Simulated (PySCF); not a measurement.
**CuF: from constants to spectrum**

RHF-CCSD(T) constants of CuF, ¹Σ⁺ (singlet), closed shell (basis Cu x2c-TZVPPall, F x2c-TZVPPall; spin-free X2C with a Gaussian nucleus; PySCF 2.14; masses 62.9296 and 18.9984 u):

| Property | Result |
| --- | --- |
| ωe | 599.9 cm⁻¹ |
| ωexe | 3.06 cm⁻¹ |
| Be | 0.37651 cm⁻¹ |
| αe | 0.00315 cm⁻¹ |
| D (centrifugal) | 5.93e-07 cm⁻¹ |
| De to Cu (3d10 4s1) + F | 3.99 eV |

Task: Estimate the standard entropy (1 bar) and heat capacity of the ideal gas at 298.15 K, rigid rotor with B0 and harmonic oscillator at the fundamental.

Result: Translation (Sackur–Tetrode, M = 81.93 u): 163.8 J/(mol K). Rotation: q = kT/(σB0) = 553 with σ = 1, 60.8. Vibration: x = hcν0/kT = 2.87, 1.93. S° = 226.5 J/(mol K); Cp = 7R/2 + 4.37 = 33.5 J/(mol K).

Measured values (Huber and Herzberg, Constants of Diatomic Molecules (1979)): ωe = 622.65 cm⁻¹, ωexe = 3.95 cm⁻¹, Be = 0.3794029 cm⁻¹, αe = 0.0032298 cm⁻¹.

Correlated steps freeze 6 core orbitals. Where the molecule has an RHF reference, its open-shell atoms are computed with UHF. The CCSD T1 diagnostic is raised, a sign that a single reference may not be enough here.
